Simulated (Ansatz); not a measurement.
Cu2I. The state is a quartet with charge 0. Geometry r2SCAN-D4/def2-TZVP; atoms count from 1.

| atom | x (Å) | y (Å) | z (Å) |
| --- | --- | --- | --- |
| Cu1 | 1.291 | 0.521 | -0.372 |
| Cu2 | -0.174 | -1.414 | -0.215 |
| I3 | -1.117 | 0.893 | 0.588 |

In the def2 sets I takes a core potential; there is no spin–orbit coupling. At PBE0-D4/def2-TZVP a doublet of charge 0 lies 2.73 eV below the quartet, each at its own geometry. The structure comes from a short search, and lower isomers may exist.

**Question.** Estimate the Mulliken populations from the PBE0/def2-TZVP orbitals of Ansatz.

**Answer.** 
| atom | charge (e) | spin (α − β) | d electrons |
| --- | --- | --- | --- |
| Cu1 | 0.03 | 1.27 | 9.55 |
| Cu2 | 0.03 | 1.27 | 9.55 |
| I3 | -0.05 | 0.46 | – |
Mulliken values depend strongly on the basis.

**Question.** Where does the spin sit?

**Answer.** Summed by element: Cu 2.54, I 0.46, of 3 unpaired in all. Largest on single atoms: Cu1 1.27, Cu2 1.27, I3 0.46.

**Question.** And the Mayer bond orders between heavy atoms (over 0.3)?

**Answer.** Cu1–Cu2 0.54 (2.43 Å); Cu1–I3 0.64 (2.62 Å); Cu2–I3 0.64 (2.62 Å).
